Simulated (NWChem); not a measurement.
A series in which one site is exchanged, each optimised at PBE0/def2-SVP with NWChem, gas phase unless a solvent is named. All stand in one matching conformer (torsions within 35°), which need not be the lowest. Pople sets run with spherical d functions. Shieldings are non-relativistic GIAO values without spin-orbit effects.

A: [Cl][Ga]([Cl])[NH2] (GaNH2Cl2; site = Ga)
B: [NH2][Al]([Cl])[Cl] (AlNH₂Cl₂; site = Al)
C: B(Cl)(Cl)N (BNH2Cl2; site = B)
D: [Sc]([Cl])([Cl])[NH2] (ScNH2Cl2; site = Sc)

| quantity | A | B | C | D |
|---|---|---|---|---|
| dipole (D), PBE0/def2-SVP | 2.84 | 2.61 | (withheld) | 3.02 |
| orbital gap (eV), PBE0/def2-SVP | 7.06 | 7.43 | (withheld) | 5.68 |
| static polarisability, PBE/def2-SVPD (bohr³) | 66.3 | 62.4 | (withheld) | 75.2 |
| 15N shift against ammonia, PBE/pcSseg-1 (ppm) | 54.9 | 33.4 | (withheld) | 225.6 |
| 15N shift against ammonia, B3LYP/6-31G* (ppm) | 44.9 | 23.2 | (withheld) | 193.2 |

Problem. Some entries are withheld; supply them.

Solution. 
- dipole (D), PBE0/def2-SVP, C: 2.98
- orbital gap (eV), PBE0/def2-SVP, C: 8.99
- static polarisability, PBE/def2-SVPD (bohr³), C: 52.8
- 15N shift against ammonia, PBE/pcSseg-1 (ppm), C: 109.4
- 15N shift against ammonia, B3LYP/6-31G* (ppm), C: 83.8
